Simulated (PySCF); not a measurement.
PySCF job for (1-methylcyclobutyl)silane (C5H12Si), SMILES [SiH3]C1(C)CCC1, B3LYP-D3(BJ)/def2-SVP. Coordinates come from a B3LYP-D3(BJ)/def2-SVP optimisation.

```python
import numpy as np
from pyscf import gto, scf, dft, df
from pyscf.hessian import thermo

mol = gto.M(
    atom='''
    C     1.87604501    0.42141485   -0.00000000
    C     0.40204861    0.02168558    0.00000000
    Si   -0.71501827    1.55639137    0.00000000
    C    -0.03718078   -1.01473457   -1.08642365
    C    -0.80310015   -1.80677698   -0.00000000
    C    -0.03718079   -1.01473457    1.08642365
    H     2.13712388    1.01797099   -0.89029633
    H     2.52149218   -0.47474674    0.00000001
    H     2.13712388    1.01797100    0.89029634
    H    -2.15332395    1.15281923   -0.00000001
    H    -0.45530448    2.38722694    1.21459987
    H    -0.45530446    2.38722694   -1.21459987
    H     0.83333687   -1.57024360   -1.47286476
    H    -0.61540785   -0.64972173   -1.95124961
    H    -1.87956250   -1.57906343   -0.00000001
    H    -0.68163820   -2.90007919    0.00000000
    H    -0.61540785   -0.64972173    1.95124962
    H     0.83333686   -1.57024359    1.47286476
    ''',
    basis='def2-SVP',
    charge=0,
    spin=0,
    max_memory=1600,
    verbose=3,
)
mf = dft.RKS(mol, xc='b3lyp').density_fit(auxbasis='def2-universal-jkfit')
mf.disp = 'd3bj'
mf.grids.level = 3
mf.conv_tol = 1e-11
mf.max_cycle = 100
mf.kernel()

# [left out here: the lines that compute and print the analytic Hessian (its translational invariance restored by hand, since the grid's response is missing), thermochemistry and intensities]
```

Output:

```
converged SCF energy = -487.032609687115

WARN: DFTD3 does not support analytical Hessian, using finite difference


WARN: Mole.unit (angstrom) is changed to Bohr

Mode                                 0                   1                   2
Irrep
Freq [cm^-1]                      127.5665            154.6842            198.6397
Reduced mass [au]                   2.0288              1.0623              1.7195
Force const [Dyne/A]                0.0195              0.0150              0.0400
Char temp [K]                     183.5398            222.5562            285.7983
Normal mode                   x     y     z       x     y     z       x     y     z
       0   C                 0.03  0.05 -0.00    0.00  0.00  0.04    0.00 -0.00  0.04
       1   C                 0.04 -0.01 -0.00    0.00 -0.00  0.02    0.00  0.00  0.06
       2  Si                -0.02 -0.06  0.00   -0.00 -0.00 -0.01   -0.00 -0.00 -0.06
       3   C                 0.05 -0.02  0.01   -0.00  0.03 -0.00   -0.08  0.07  0.01
       4   C                -0.11  0.12  0.00   -0.00  0.00 -0.02   -0.00  0.00  0.02
       5   C                 0.05 -0.02 -0.01    0.00 -0.03 -0.00    0.08 -0.07  0.01
       6   H                -0.00  0.07  0.00   -0.00  0.09  0.10   -0.04  0.20  0.17
       7   H                 0.07  0.08  0.00    0.00  0.00 -0.05    0.00 -0.00 -0.18
       8   H                -0.00  0.07 -0.00    0.00 -0.09  0.10    0.04 -0.20  0.17
       9   H                -0.01 -0.10 -0.00    0.00 -0.00  0.50    0.00 -0.00 -0.29
      10   H                -0.05 -0.05 -0.00    0.35  0.32 -0.31   -0.21  0.06 -0.05
      11   H                -0.05 -0.05  0.00   -0.35 -0.32 -0.31    0.21 -0.06 -0.05
      12   H                 0.04 -0.13  0.15   -0.01  0.04 -0.02   -0.12  0.10 -0.11
      13   H                 0.17 -0.02 -0.08   -0.01  0.05  0.01   -0.16  0.14  0.09
      14   H                -0.06  0.35 -0.00   -0.00  0.00 -0.01   -0.00  0.00  0.12
      15   H                -0.35  0.09  0.00   -0.00  0.00 -0.05   -0.00  0.00 -0.06
      16   H                 0.17 -0.02  0.08    0.01 -0.05  0.01    0.16 -0.14  0.09
      17   H                 0.04 -0.13 -0.15    0.01 -0.04 -0.02    0.12 -0.10 -0.11
Mode                                 3                   4                   5
Irrep
Freq [cm^-1]                      221.4464            242.7701            330.7009
Reduced mass [au]                   2.4758              1.1894              2.6050
Force const [Dyne/A]                0.0715              0.0413              0.1679
Char temp [K]                     318.6120            349.2922            475.8050
Normal mode                   x     y     z       x     y     z       x     y     z
       0   C                 0.09 -0.11 -0.00   -0.00  0.00  0.01   -0.00  0.11  0.00
       1   C                 0.06  0.04 -0.00   -0.00 -0.00 -0.06    0.03 -0.03 -0.00
       2  Si                -0.05 -0.05  0.00    0.00  0.00  0.01    0.07 -0.09  0.00
       3   C                -0.01  0.08 -0.01    0.02 -0.06 -0.01   -0.06  0.04 -0.02
       4   C                 0.02  0.06  0.00    0.00 -0.00  0.02   -0.02  0.01  0.00
       5   C                -0.01  0.08  0.01   -0.02  0.06 -0.01   -0.06  0.04  0.02
       6   H                 0.16 -0.14 -0.00   -0.03  0.43  0.28   -0.09  0.15  0.00
       7   H                -0.01 -0.18 -0.00    0.00  0.00 -0.44    0.12  0.20  0.00
       8   H                 0.16 -0.14  0.00    0.03 -0.43  0.28   -0.09  0.15 -0.00
       9   H                 0.01 -0.27  0.00   -0.00  0.00  0.04    0.07 -0.10  0.00
      10   H                -0.19 -0.01  0.00    0.04 -0.10  0.07    0.06 -0.09  0.00
      11   H                -0.19 -0.01 -0.00   -0.04  0.10  0.07    0.06 -0.09 -0.00
      12   H                -0.05  0.08 -0.10    0.03 -0.09  0.04   -0.14  0.03 -0.16
      13   H                -0.06  0.13  0.04    0.04 -0.12 -0.05   -0.14  0.13  0.07
      14   H                 0.00 -0.01 -0.00    0.00 -0.00 -0.01   -0.04 -0.10  0.00
      15   H                 0.08  0.06  0.00    0.00 -0.00  0.09    0.08  0.02  0.00
      16   H                -0.06  0.13 -0.04   -0.04  0.12 -0.05   -0.14  0.13 -0.07
      17   H                -0.05  0.08  0.10   -0.03  0.09  0.04   -0.14  0.03  0.16
Mode                                 6                   7                   8
Irrep
Freq [cm^-1]                      335.6090            531.1274            636.7254
Reduced mass [au]                   1.9538              2.9734              1.4262
Force const [Dyne/A]                0.1297              0.4942              0.3407
Char temp [K]                     482.8667            764.1740            916.1061
Normal mode                   x     y     z       x     y     z       x     y     z
       0   C                 0.00 -0.00  0.11   -0.13 -0.05  0.00    0.06  0.00 -0.00
       1   C                -0.00  0.00 -0.10   -0.09  0.01  0.00    0.04 -0.06  0.00
[...]
       3   C                 0.00 -0.00 -0.00    0.01 -0.01 -0.04   -0.01  0.01  0.04
       4   C                -0.00 -0.00  0.00   -0.00 -0.00  0.00   -0.00 -0.01 -0.00
       5   C                 0.00 -0.00  0.00   -0.01  0.01 -0.04   -0.01  0.01 -0.04
       6   H                 0.11  0.28 -0.41    0.00  0.00 -0.01    0.01  0.02 -0.03
       7   H                 0.37 -0.55  0.00    0.00  0.00 -0.00    0.03 -0.04  0.00
       8   H                 0.11  0.28  0.41   -0.00 -0.00 -0.01    0.01  0.02  0.03
       9   H                -0.00  0.00  0.00   -0.00  0.00  0.00   -0.00  0.00 -0.00
      10   H                 0.00  0.00  0.00   -0.00  0.00  0.00   -0.00  0.00  0.00
      11   H                 0.00  0.00 -0.00    0.00 -0.00  0.00   -0.00  0.00 -0.00
      12   H                -0.04  0.02  0.01   -0.40  0.26  0.16    0.39 -0.25 -0.16
      13   H                 0.02 -0.01  0.02    0.25 -0.16  0.35   -0.25  0.16 -0.35
      14   H                 0.00 -0.00 -0.00    0.00 -0.00  0.00    0.06 -0.02  0.00
      15   H                -0.00  0.00 -0.00   -0.00  0.00 -0.00   -0.02  0.12  0.00
      16   H                 0.02 -0.01 -0.02   -0.25  0.16  0.35   -0.25  0.16  0.35
      17   H                -0.04  0.02 -0.01    0.40 -0.26  0.16    0.39 -0.25  0.16
Mode                                42                  43                  44
Irrep
Freq [cm^-1]                     3062.0251           3079.6281           3083.3515
Reduced mass [au]                   1.0620              1.1037              1.1083
Force const [Dyne/A]                5.8665              6.1672              6.2080
Char temp [K]                    4405.5724           4430.8992           4436.2563
Normal mode                   x     y     z       x     y     z       x     y     z
       0   C                -0.00 -0.00  0.00    0.01 -0.08  0.00    0.01 -0.03  0.00
       1   C                -0.00 -0.00  0.00    0.00 -0.00  0.00    0.00 -0.00  0.00
       2  Si                 0.00 -0.00  0.00   -0.00 -0.00  0.00   -0.00  0.00 -0.00
       3   C                -0.01  0.01  0.00   -0.02  0.01 -0.01    0.05 -0.03  0.02
       4   C                 0.05  0.04 -0.00    0.00 -0.01  0.00   -0.01  0.03 -0.00
       5   C                -0.01  0.01 -0.00   -0.02  0.01  0.01    0.05 -0.03 -0.02
       6   H                 0.00  0.00 -0.01    0.10  0.22 -0.35    0.04  0.08 -0.14
       7   H                 0.01 -0.01  0.00   -0.37  0.52  0.00   -0.15  0.20  0.00
       8   H                 0.00  0.00  0.01    0.10  0.22  0.35    0.04  0.08  0.13
       9   H                -0.00 -0.00 -0.00    0.00  0.00 -0.00   -0.00  0.00  0.00
      10   H                -0.00  0.00  0.00    0.00  0.00  0.00   -0.00  0.00  0.00
      11   H                -0.00  0.00 -0.00    0.00  0.00 -0.00   -0.00  0.00 -0.00
      12   H                 0.11 -0.07 -0.05    0.12 -0.07 -0.05   -0.31  0.20  0.14
      13   H                 0.01 -0.00  0.02    0.09 -0.06  0.14   -0.23  0.15 -0.35
      14   H                -0.69  0.17 -0.00   -0.01  0.00 -0.00    0.07 -0.01 -0.00
      15   H                 0.09 -0.62  0.00   -0.01  0.10 -0.00    0.04 -0.28  0.00
      16   H                 0.01 -0.00 -0.02    0.09 -0.06 -0.14   -0.23  0.15  0.35
      17   H                 0.11 -0.07  0.05    0.12 -0.07  0.05   -0.31  0.20 -0.14
Mode                                45                  46                  47
Irrep
Freq [cm^-1]                     3085.1800           3094.5539           3119.6983
Reduced mass [au]                   1.1098              1.1035              1.1097
Force const [Dyne/A]                6.2236              6.2263              6.3633
Char temp [K]                    4438.8871           4452.3741           4488.5513
Normal mode                   x     y     z       x     y     z       x     y     z
       0   C                -0.00 -0.00  0.01    0.00 -0.00 -0.09   -0.00  0.00  0.00
       1   C                -0.00 -0.00 -0.00    0.00 -0.00 -0.00   -0.00  0.00 -0.00
       2  Si                 0.00 -0.00  0.00   -0.00 -0.00 -0.00   -0.00 -0.00  0.00
       3   C                 0.05 -0.03  0.02    0.01 -0.00  0.00   -0.02  0.01 -0.00
       4   C                -0.00  0.00 -0.00   -0.00  0.00  0.00   -0.06  0.06 -0.00
       5   C                -0.05  0.03  0.02   -0.01  0.00  0.00   -0.02  0.01  0.00
       6   H                 0.02  0.04 -0.06   -0.15 -0.37  0.53   -0.00 -0.00  0.00
       7   H                -0.00  0.00  0.00   -0.00  0.00 -0.02    0.01 -0.01  0.00
       8   H                -0.02 -0.04 -0.06    0.15  0.37  0.53   -0.00 -0.00 -0.00
       9   H                -0.00  0.00 -0.00    0.00  0.00  0.00    0.00  0.00  0.00
      10   H                -0.00 -0.00 -0.00    0.00  0.00  0.00    0.00  0.00  0.00
      11   H                 0.00  0.00 -0.00   -0.00 -0.00  0.00    0.00  0.00 -0.00
      12   H                -0.35  0.22  0.16   -0.05  0.03  0.02    0.12 -0.08 -0.06
      13   H                -0.26  0.16 -0.38   -0.03  0.02 -0.04    0.06 -0.04  0.09
      14   H                 0.00 -0.00  0.00    0.00 -0.00  0.00    0.62 -0.13  0.00
      15   H                 0.00 -0.00 -0.00    0.00 -0.00 -0.00    0.07 -0.64  0.00
      16   H                 0.26 -0.16 -0.38    0.03 -0.02 -0.04    0.06 -0.04 -0.09
      17   H                 0.35 -0.22  0.16    0.05 -0.03  0.02    0.12 -0.08  0.06
temperature 298.1500 [K]
pressure 101325.00 [Pa]
Rotational constants [GHz] 3.65781 2.39446 1.94918
Symmetry number 1
Zero-point energy (ZPE) 0.15274 [Eh]   401026.341 [J/mol]
                           tot       elec      trans        rot        vib
Entropy [J/mol/K]       353.743      0.000    166.209    114.366     73.167
Cv [J/mol/K]            124.052      0.000     12.472     12.472     99.109
Cp [J/mol/K]            132.367      0.000     20.786     12.472     99.109
Internal energy [J/mol]                      3718.434   3718.434 414120.357
Internal energy [Eh]   -486.87205  -487.03261
Enthalpy [J/mol]                             6197.391   3718.434 414120.357
Enthalpy [Eh]          -486.87110
Gibbs free energy [J/mol]                  -43357.964 -30379.886 392305.705
Gibbs free energy [Eh] -486.91127
mode   freq/cm-1   IR/(km/mol)
   1      127.57         0.064
   2      154.68         0.047
   3      198.64         0.138
   4      221.45         0.105
   5      242.77         0.000
   6      330.70         1.609
   7      335.61         0.138
   8      531.13         2.530
   9      636.73        19.654
  10      648.36        31.128
  11      668.04        11.092
  12      795.89         6.092
  13      800.11         0.163
  14      881.73         6.390
  15      906.99        10.022
  16      931.33       246.178
  17      952.70        46.600
  18      953.71        28.208
  19      957.46        12.365
  20      978.59         0.601
  21      999.65         0.856
  22     1057.38         0.779
  23     1138.45         0.087
  24     1158.17         3.597
  25     1189.90         0.031
  26     1210.60         0.625
  27     1251.04         0.001
  28     1259.00         0.074
  29     1277.45         0.588
  30     1290.03         0.309
  31     1392.83         0.532
  32     1457.28         2.131
  33     1457.37         4.658
  34     1465.63         5.331
  35     1469.16         3.391
  36     1488.62         2.368
  37     2208.66        87.058
  38     2211.44       122.643
  39     2213.17       120.390
  40     3005.34        29.298
  41     3031.25        62.969
  42     3035.32         9.901
  43     3062.03        32.281
  44     3079.63        17.656
  45     3083.35        34.622
  46     3085.18         8.564
  47     3094.55        16.142
  48     3119.70        37.629
max |gradient| / (hartree/bohr): 3.3509202337626235e-05
APT charges: [ 0.0616 -0.2096  1.013   0.0668  0.0795  0.0668 -0.0154 -0.0403 -0.0154
 -0.2589 -0.2626 -0.2626 -0.0488 -0.0333 -0.0229 -0.0353 -0.0333 -0.0488]
```

Self-consistency was reached.
